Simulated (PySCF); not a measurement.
## Two-component Hartree-Fock for Sr²⁰⁺ (strontium, charge +20)

Start: [Ar]. Calculated with PySCF 2.14 in an even-tempered Gaussian basis (19 s from 2.3 bohr⁻², ratio 2.4; 14 p from 2.9 bohr⁻², ratio 2.4; 5 d from 14 bohr⁻², ratio 2.6; 4 f from 21 bohr⁻², ratio 2.6): generalised Hartree-Fock with the X2C-1e Hamiltonian and a Gaussian nucleus; one run each with spin-orbit coupling (SO) switched off, then screened by Boettger's factors.

```json
{"spinor shell": "1s1/2", "electrons": "2", "ε, spin-free (eV)": "-16989.3", "ε, screened SO (eV)": "-16988.7", "weight of nominal j (screened SO)": "1.000", "rms radius, screened SO (bohr)": "0.0451"}
{"spinor shell": "2s1/2", "electrons": "2", "ε, spin-free (eV)": "-3045.3", "ε, screened SO (eV)": "-3045.2", "weight of nominal j (screened SO)": "1.000", "rms radius, screened SO (bohr)": "0.185"}
{"spinor shell": "2p1/2", "electrons": "2", "ε, spin-free (eV)": "-2789.9", "ε, screened SO (eV)": "-2837.6", "weight of nominal j (screened SO)": "1.000", "rms radius, screened SO (bohr)": "0.161"}
{"spinor shell": "2p3/2", "electrons": "4", "ε, spin-free (eV)": "-2789.9", "ε, screened SO (eV)": "-2767.3", "weight of nominal j (screened SO)": "1.000", "rms radius, screened SO (bohr)": "0.165"}
{"spinor shell": "3s1/2", "electrons": "2", "ε, spin-free (eV)": "-1027.8", "ε, screened SO (eV)": "-1027.7", "weight of nominal j (screened SO)": "1.000", "rms radius, screened SO (bohr)": "0.469"}
{"spinor shell": "3p1/2", "electrons": "2", "ε, spin-free (eV)": "-937.69", "ε, screened SO (eV)": "-947.68", "weight of nominal j (screened SO)": "1.000", "rms radius, screened SO (bohr)": "0.460"}
{"spinor shell": "3p3/2", "electrons": "4", "ε, spin-free (eV)": "-937.69", "ε, screened SO (eV)": "-932.93", "weight of nominal j (screened SO)": "1.000", "rms radius, screened SO (bohr)": "0.467"}
```

```json
{"quantity": "E (hartree)", "spin-free": "-2949.08382", "screened SO": "-2949.33690"}
{"quantity": "M_J", "spin-free": "0", "screened SO": "0"}
{"quantity": "⟨J²⟩", "spin-free": "0.000", "screened SO": "0.000"}
{"quantity": "⟨L²⟩", "spin-free": "0.000", "screened SO": "0.003"}
{"quantity": "⟨S²⟩", "spin-free": "0.000", "screened SO": "0.003"}
```

Breit and QED terms are absent; they matter most for the inner s and p1/2 levels.

Densities and radii are taken from the X2C orbitals without a picture-change correction, which distorts them close to the nucleus.

Without spin-orbit coupling the j labels of p, d and f shells carry no meaning; the spin-free column gives the mean over the occupied spinors of each nl shell.
